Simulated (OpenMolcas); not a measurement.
**What singlet GaHClO− costs in OpenMolcas**

GaHClO− has 4 atoms, charge -1, and is taken as a singlet. SMILES of the parent species: `[O][GaH][Cl]`. The coordinates come from a PBE0-D4/def2-TZVP relaxation. That shape belongs to the parent species and isn't relaxed for this state.

| atom | x (Å) | y (Å) | z (Å) |
| --- | --- | --- | --- |
| O | -1.7398 | -0.1177 | -0.2122 |
| Ga | 0.0309 | 0.1443 | -0.0612 |
| Cl | 1.0507 | -1.5573 | 0.7088 |
| H | 0.7137 | 1.4705 | -0.4557 |

Program: OpenMolcas 26.06. Hardware: 1 thread of Intel Xeon at 2.50GHz (Skylake/Cascade Lake), shared host, so times are rough. Two-electron integrals are exact unless an approximation is named.

Q: Estimate their order by wall time, quickest first.
A. energy at B2PLYP/def2-SVPD, 15 core orbitals frozen, grid UltraFine
B. energy at HF/def2-SVPD
C. energy at HF/STO-3G

A: C (5.1 s), B (24 s), A (60 s).
